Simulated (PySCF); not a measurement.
# Correlation energy of Ga (gallium, neutral)

[Ar] 3d10 4s2 4p1, 2P determinant. Computed with PySCF 2.14 in cc-pVTZ-DK (6s5p3d1f, 43 functions), with the spin-free X2C one-electron Hamiltonian (Gaussian nucleus). Frozen: [Ar] 3d10; 3 electrons correlated.

MP2 pair energies summed by pair of shells (mhartree):

| pair | energy | share (%) |
| --- | --- | --- |
| 4s-4s | -19.52 | 58.7 |
| 4s-4p | -13.73 | 41.3 |

Total MP2 correlation energy: -33.24 mhartree.

Same-spin part -2.43 and opposite-spin part -30.81 mhartree; SCS-MP2 scales them by 1/3 and 6/5 to -37.78 mhartree.

```
  level  correlation energy (mhartree)
   CCSD                         -46.08
    (T)                          -0.83
CCSD(T)                         -46.91
```

Diagnostics: T1 = 0.013, D1 = 0.0299, largest double amplitude 0.086.

Question: Is a single reference adequate?

Answer: Mostly. T1 lies below 0.03, but a double amplitude of this size points to a near-degeneracy that CCSD handles and MP2 describes poorly.
